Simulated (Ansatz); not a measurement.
Born–Oppenheimer molecular dynamics of C2H8FNO2Si (15 atoms, charge 0, multiplicity 1). It starts from a relaxed structure.

Theory: RKS PBE/6-31G (Ansatz 0.2.0).

* ensemble: NVE (velocity Verlet)
* time step: 0.5 fs
* steps asked: 100
* starting velocities drawn for: 700 K
* seed: 701228

First frame:

```xyz
15
Properties=species:S:1:pos:R:3
Si -0.156 -0.117 -0.070
F -0.037 -0.234 1.627
O 1.387 0.187 -0.768
H 2.132 -0.434 -0.626
O -1.081 1.267 -0.468
H -0.666 2.156 -0.458
N -0.855 -1.620 -0.594
C -1.737 -2.421 0.264
H -1.639 -2.089 1.308
H -2.799 -2.332 -0.041
H -1.450 -3.490 0.211
C -0.807 -2.015 -2.009
H -1.782 -1.864 -2.515
H -0.042 -1.424 -2.538
H -0.535 -3.085 -2.094
```

How far do the bonds stretch over the last three quarters of this one trajectory? (Pairs bonded in most of those frames.)


| bond | mean (Å) | spread (Å) | shortest | longest |
| --- | --- | --- | --- | --- |
| Si1–F2 | 1.702 | 0.062 | 1.62 | 1.81 |
| Si1–O3 | 1.720 | 0.007 | 1.70 | 1.73 |
| Si1–O5 | 1.730 | 0.045 | 1.66 | 1.78 |
| Si1–N7 | 1.773 | 0.030 | 1.73 | 1.82 |
| O3–H4 | 0.981 | 0.021 | 0.95 | 1.01 |
| O5–H6 | 0.986 | 0.017 | 0.95 | 1.02 |
| N7–C8 | 1.488 | 0.029 | 1.43 | 1.53 |
| N7–C12 | 1.486 | 0.024 | 1.45 | 1.52 |
| C8–H9 | 1.102 | 0.012 | 1.08 | 1.12 |
| C8–H10 | 1.121 | 0.041 | 1.05 | 1.18 |
| C8–H11 | 1.107 | 0.028 | 1.06 | 1.15 |
| C12–H13 | 1.142 | 0.088 | 1.00 | 1.25 |
| C12–H14 | 1.103 | 0.011 | 1.08 | 1.12 |
| C12–H15 | 1.104 | 0.015 | 1.08 | 1.13 |

Mean temperature of the second half: 321 K. The conserved energy stayed within 0.54 meV per atom of its start (net change 0.37 meV per atom), so the integration is sound. A run of 0.05 ps of so small a system gives no equilibrium averages. Limits of this set-up: no polarisation functions.

Time of the run: 8.6 min on 1 thread of Arm Neoverse V2, on a shared host, peak memory 0.14 GiB.
